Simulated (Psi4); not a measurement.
Noncovalent pair: N2 (SMILES N#N) (first 2 atoms) with CH2F2 (SMILES FCF); geometry from B3LYP-D3(BJ)/def2-TZVP, rigid monomers moved along the line of their centres of mass till N2···C4 is 5.98 Å.
(charge 0, multiplicity 1):
| atom | x (Å) | y (Å) | z (Å) |
|---|---|---|---|
| N | 0.3584 | 0.0622 | -0.2647 |
| N | -0.4931 | -0.0304 | 0.4104 |
| F | 0.6617 | -1.5277 | 5.8677 |
| C | -0.0793 | -0.4942 | 6.3568 |
| F | 0.5551 | 0.6724 | 6.0519 |
| H | -0.1351 | -0.5878 | 7.4426 |
| H | -1.0536 | -0.5004 | 5.8672 |

Computed with SAPT0/jun-cc-pV(D+d)Z (Psi4).

### Question
Which attractive term is largest, and how does the interaction split up?

### Answer
electrostatics -2.3, exchange 0.0, induction -0.1, dispersion -0.9, total -3.3 meV; the largest attraction is electrostatics.
